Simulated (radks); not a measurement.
Values are calculated unless marked as measured or tabulated.
Effect of the nuclear size on the lanthanum ion La3+, [Xe]. Code: a radial shooting solver on a logarithmic mesh with Libxc functionals. Model: Dirac Kohn-Sham, PBE, spin-unpolarised, spherical densities, finite nucleus; Fermi nuclear charge, rms radius 4.855 fm. The rms radius is varied about that value; shifts are against it.

rms radius (fm) = 3.9277: total energy shift (eV) -3.26; density at nucleus (e/bohr^3) 3.669e+05; 1s1/2 shift (meV) -1360; 2s1/2 shift (meV) -164; 4p1/2 shift (meV) 0.495; 5s1/2 shift (meV) -1.28; 5p1/2 shift (meV) 0.124; 5p3/2 shift (meV) 0.153; 6s1/2 (empty) shift (meV) -0.274
rms radius (fm) = 4.4909: total energy shift (eV) -1.35; density at nucleus (e/bohr^3) 3.572e+05; 1s1/2 shift (meV) -560; 2s1/2 shift (meV) -67.9; 4p1/2 shift (meV) 0.204; 5s1/2 shift (meV) -0.527; 5p1/2 shift (meV) 0.051; 5p3/2 shift (meV) 0.063; 6s1/2 (empty) shift (meV) -0.113
rms radius (fm) = 4.855: total energy shift (eV) 0; density at nucleus (e/bohr^3) 3.517e+05; 1s1/2 shift (meV) 0.000; 2s1/2 shift (meV) 0.000; 4p1/2 shift (meV) 0.000; 5s1/2 shift (meV) 0.000; 5p1/2 shift (meV) 0.000; 5p3/2 shift (meV) 0.000; 6s1/2 (empty) shift (meV) 0.000
rms radius (fm) = 5.3259: total energy shift (eV) 1.86; density at nucleus (e/bohr^3) 3.452e+05; 1s1/2 shift (meV) 775; 2s1/2 shift (meV) 94.0; 4p1/2 shift (meV) -0.283; 5s1/2 shift (meV) 0.731; 5p1/2 shift (meV) -0.071; 5p3/2 shift (meV) -0.087; 6s1/2 (empty) shift (meV) 0.157
rms radius (fm) = 5.826: total energy shift (eV) 3.99; density at nucleus (e/bohr^3) 3.391e+05; 1s1/2 shift (meV) 1660; 2s1/2 shift (meV) 201; 4p1/2 shift (meV) -0.606; 5s1/2 shift (meV) 1.57; 5p1/2 shift (meV) -0.152; 5p3/2 shift (meV) -0.187; 6s1/2 (empty) shift (meV) 0.336

Slopes of the eigenvalues against <r^2> in GHz/fm^2, as finite differences over the two radii next to the reference (eigenvalue slopes, not the field-shift constants of lines): 1s1/2 39400, 2s1/2 4770, 4p1/2 -14.4, 5s1/2 37.1, 5p1/2 -3.61, 5p3/2 -4.44, 6s1/2 (empty) 7.97.
